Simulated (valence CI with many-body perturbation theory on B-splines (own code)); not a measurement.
## Forbidden lines of Cd XXXIV

Computed by valence CI with perturbative core correlation (CI+MBPT): five valence electrons over a frozen Dirac-Fock core [Ne], a basis of 9 s, 9 p, 8 d, 6 f, 3 g, 1 h functions for each j, with the one-electron correlation potential Σ1, the two-electron term Σ2, the three-electron term Σ3, Breit, model QED; selected CI, second order for the rest (own B-spline code, finite nucleus).

No measured spectrum was set against this ion. As an estimate, large intervals hold to a few tenths of a per cent, small ones and those within an open d or f shell to about a per cent. Among the levels kept, up to 600 cm⁻¹ of a level comes from second order outside the variational space, and about a tenth of that is noise between levels of different J, which matters for small intervals.

Lines 1 to 16 of 16 in falling wavelength, among levels below 272.71 eV, chosen from the decays that carry over 1 % of a level's rate. Wavelengths and rates use the calculated energies. Electric multipoles are in the length gauge, E1 and E2 with the static RPA response of the core. Weak lines are less certain than strong ones. Lines between different terms over intervals too small for the method are left out, as are lines whose strength nearly cancels. Branching is blank where the lifetime is uncertain.

Levels are named by their leading jj configuration (3d3/2^4 stands for four electrons in 3d with j = 3/2), which in mixed levels can hold well under half, so a name can repeat and another be missing. Letters in brackets count levels of one name in rising energy.

| λ vac (nm) | Upper | Lower | Type | A (s⁻¹) | Branch % |
| --- | --- | --- | --- | --- | --- |
| 181.5 | (3s^2 3p1/2 3p3/2 3d5/2) J=9/2 | (3s^2 3p1/2 3p3/2 3d5/2) J=7/2 [a] | M1 | 6.48e+02 |  |
| 110.3 | (3s^2 3p1/2 3p3/2 3d5/2) J=9/2 | (3s^2 3p1/2 3p3/2 3d3/2) J=7/2 | M1 | 1.04e+04 |  |
| 40.81 | (3s^2 3p3/2^2 3d5/2) J=9/2 | (3s^2 3p1/2 3p3/2 3d5/2) J=7/2 [b] | M1 | 1.46e+05 | 17.2 |
| 33.31 | (3s^2 3p1/2 3p3/2 3d5/2) J=9/2 | (3s^2 3p1/2^2 3d5/2) J=5/2 | E2 | 3.11e+02 |  |
| 31.95 | (3s^2 3p1/2 3p3/2^2) J=3/2 | (3s^2 3p1/2^2 3p3/2) J=3/2 | M1 | 6.54e+05 | 99.9 |
| 31.43 | (3s^2 3p3/2^3) J=3/2 | (3s^2 3p1/2 3p3/2^2) J=1/2 | M1 | 1.64e+05 | 9.7 |
| 28.72 | (3s^2 3p3/2^2 3d5/2) J=9/2 | (3s^2 3p1/2 3p3/2 3d5/2) J=9/2 | M1 | 3.47e+05 | 40.7 |
| 27.13 | (3s^2 3p1/2 3p3/2^2) J=5/2 | (3s^2 3p1/2^2 3p3/2) J=3/2 | M1 | 1.23e+05 | 97.7 |
| 27.13 | (3s^2 3p1/2 3p3/2^2) J=5/2 | (3s^2 3p1/2^2 3p3/2) J=3/2 | E2 | 2.00e+03 | 1.6 |
| 25.82 | (3s^2 3p3/2^3) J=3/2 | (3s^2 3p1/2 3p3/2^2) J=5/2 | M1 | 2.71e+05 | 16.1 |
| 24.80 | (3s^2 3p3/2^2 3d5/2) J=9/2 | (3s^2 3p1/2 3p3/2 3d5/2) J=7/2 [a] | M1 | 2.85e+05 | 33.5 |
| 22.85 | (3s^2 3p1/2 3p3/2^2) J=1/2 | (3s^2 3p1/2^2 3p3/2) J=3/2 | M1 | 6.16e+05 | 99.3 |
| 22.79 | (3s^2 3p3/2^2 3d5/2) J=9/2 | (3s^2 3p1/2 3p3/2 3d3/2) J=7/2 | M1 | 6.68e+04 | 7.8 |
| 22.57 | (3s^2 3p3/2^3) J=3/2 | (3s^2 3p1/2 3p3/2^2) J=3/2 | M1 | 1.24e+06 | 73.3 |
| 20.32 | (3s^2 3p1/2 3p3/2 3d5/2) J=9/2 | (3s 3p1/2^2 3p3/2^2) J=5/2 | E2 | 5.44e+02 |  |
| 8.868 | (3s^2 3p1/2 3p3/2 3d5/2) J=9/2 | (3s^2 3p1/2 3p3/2^2) J=5/2 | M2 | 1.11e+03 |  |
